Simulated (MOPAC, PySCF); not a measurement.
C3H8OSi, SMILES `OC/C=C/[SiH3]` (H–O–C–C torsion 58°, O–C–C–C torsion -126°), neutral singlet in the gas phase. 

Cartesian coordinates (Å):
SMILES: OC/C=C/[SiH3]
```xyz
13

O     -2.6270     1.0016     0.1190
C     -1.8879    -0.2041     0.1024
C     -0.4382     0.0226     0.3824
C      0.5610    -0.3913    -0.3963
Si     2.3518    -0.0886    -0.0072
H     -2.2387     1.5937    -0.5311
H     -2.3270    -0.8255     0.8893
H     -2.0072    -0.7400    -0.8489
H     -0.2303     0.5855     1.2921
H      0.3019    -0.9403    -1.3026
H      3.0117     0.6624    -1.1101
H      3.0832    -1.3740     0.1601
H      2.4469     0.6979     1.2508
```
Charge 0, spin multiplicity 1.

All levels are single points at this geometry (PBE0-D3(BJ)/def2-TZVP); Pople sets use spherical d functions. Orbital energies aren't observables, and empty levels follow the basis.

```
level                            HOMO (eV)  LUMO (eV)  gap (eV)  dipole (D)  vertical IE, Delta-SCF (eV)
-------------------------------  ---------  ---------  --------  ----------  ---------------------------
PBE-D3(BJ)/def2-TZVP in PySCF        -6.37      -1.62      4.76        0.97                            –
PBE0-D3(BJ)/def2-TZVP in PySCF       -7.79      -0.62      7.16        1.04                         9.70
ωB97X-D3(BJ)/def2-TZVP in PySCF     -10.20       1.55     11.74        1.07                        10.04
B3LYP/3-21G in PySCF                 -6.89      -0.28      6.60        1.16                            –
B3LYP/6-311+G** in PySCF             -7.60      -0.90      6.70        1.22                            –
B3LYP/6-31G* in PySCF                -7.21      -0.40      6.81        1.04                         9.47
B3LYP/LANL2DZ in PySCF               -7.37      -0.55      6.82        1.62                            –
BP86/6-31G* in PySCF                 -6.04      -1.30      4.74        0.97                            –
PBE/6-31G* in PySCF                  -5.92      -1.21      4.71        0.95                         9.09
SVWN5/6-31G* in PySCF                -6.02      -1.39      4.62        1.01                         9.21
HF/STO-3G in PySCF                   -8.34       8.08     16.42        1.53                            –
PM3 in MOPAC                        -10.01       0.49     10.49        1.48                            –
PM6 in MOPAC                        -10.43       0.09     10.51        1.39                            –
```
